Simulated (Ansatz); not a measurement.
Two isomers of BH8NSi2: A = `BN([SiH3])[SiH3]`, B = `B[SiH2]N[SiH3]`.

Calculated with Ansatz (gas phase, PBE0-D4/def2-TZVP geometries, no zero-point term in ΔE). CBS: MP2 limit from def2 TZ/QZ plus the TZ coupled-cluster correction, frozen cores. Functionals use def2-TZVPP. B3LYP here is the variant with VWN-RPA as its local correlation; programs differ in this. Each species was taken in one conformer, which may not be the lowest.

A:

```xyz
12

B    -0.880    1.356    0.407
N    -0.112    0.226    0.064
Si    1.631    0.288   -0.096
Si   -0.975   -1.280   -0.203
H    -0.353    2.414    0.603
H    -2.073    1.243    0.500
H     2.026   -0.118   -1.470
H     2.081    1.672    0.180
H     2.259   -0.658    0.862
H    -1.937   -1.137   -1.323
H    -1.700   -1.689    1.025
H     0.033   -2.317   -0.549
```

B:

Z-matrix (Å, degrees):
```
Si
N 1 1.733
B 1 2.003 2 113.1
H 1 1.490 2 107.6 3 124.8
H 1 1.502 2 113.1 3 -118.8
Si 2 1.725 1 128.4 3 -160.0
H 2 1.010 1 115.0 3 29.2
H 3 1.196 1 119.8 2 167.5
H 3 1.198 1 123.0 2 -15.5
H 6 1.491 2 113.5 1 -97.9
H 6 1.485 2 107.3 1 21.7
H 6 1.488 2 110.2 1 141.7
```

Problem. Which isomer does CCSD(T)/CBS put lower? Give the gap. (Estimate.)

Solution. The calculation gave: A, by 36.3 kcal/mol.

Problem. Give E(B) − E(A) in kcal/mol with ωB97M-V, CCSD(T)/def2-SVP, PBE0-D4, PBE-D4, B3LYP-D4, BLYP-D4, MP2/def2-TZVPP. (An estimate is asked.)

Solution. The calculation gave: ωB97M-V 36.9, CCSD(T)/def2-SVP 40.3, PBE0-D4 34.9, PBE-D4 34.7, B3LYP-D4 36.4, BLYP-D4 36.4, MP2/def2-TZVPP 38.5. None reverses the order clearly.

Problem. Does the order hold for the free energy at 298.15 K (harmonic terms from PBE0-D4)? (An estimate is asked.)

Solution. Ansatz gave: Yes: G(B) − G(A) = +35.1 kcal/mol, for one conformer each. Modes under 60 cm⁻¹, often nearly free rotors, make the harmonic entropy too high.

Largest T1 diagnostic: 0.013.

At CCSD(T), def2-SVP lies +4.0 kcal/mol from the extrapolated value and def2-TZVPP +0.4 kcal/mol. Leaving LDA and LC-ωPBE aside and taking each functional with its dispersion term where it has one, the values, not all of them listed here, spread over 2.7 kcal/mol, from B97M-V to ωB97M-V. LDA lies +3.0 kcal/mol from PBE without D4.
